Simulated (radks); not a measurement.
Results of a calculation; reference values are marked as such.
Isoelectronic series with 9 electrons, all held in the configuration [He] 2s2 2p5, which need not be the ground one along the series. Level of theory: scalar-relativistic Kohn-Sham, r2SCAN, spin-polarised, spherical densities, finite nucleus; open shells are filled with parallel spins first; meta-GGA in the generalised Kohn-Sham scheme; Fermi nuclear charge, rms radius of each element as measured or else 0.836 A^(1/3) + 0.57 fm (a radial shooting solver on a logarithmic mesh with Libxc functionals). Total energies (hartree) and mean radii <r> (bohr):

ion    E (hartree)  2p down   2p up
F        -99.79737    1.126   1.076
Ne+     -128.25633   0.8929  0.8699
Mg3+    -196.55071   0.6455  0.6363
Al4+    -236.38345   0.5689  0.5622
Si5+    -280.01046   0.5090  0.5039
P6+     -327.43680   0.4608  0.4568
S7+     -378.66864   0.4211  0.4178
Cl8+    -433.71302   0.3877  0.3850
Ar9+    -492.57783   0.3593  0.3570
K10+    -555.27167   0.3348  0.3328
Ca11+   -621.80379   0.3134  0.3117
Sc12+   -692.18412   0.2946  0.2931
Ti13+   -766.42330   0.2779  0.2766
V14+    -844.53262   0.2630  0.2619
Cr15+   -926.52389   0.2496  0.2486
Mn16+  -1012.40969   0.2375  0.2366
Fe17+  -1102.20331   0.2266  0.2257
Co18+  -1195.91852   0.2165  0.2158
Ni19+  -1293.57010   0.2073  0.2066
Cu20+  -1395.17272   0.1989  0.1982
Zn21+  -1500.74283   0.1911  0.1905
Ga22+  -1610.29675   0.1839  0.1833
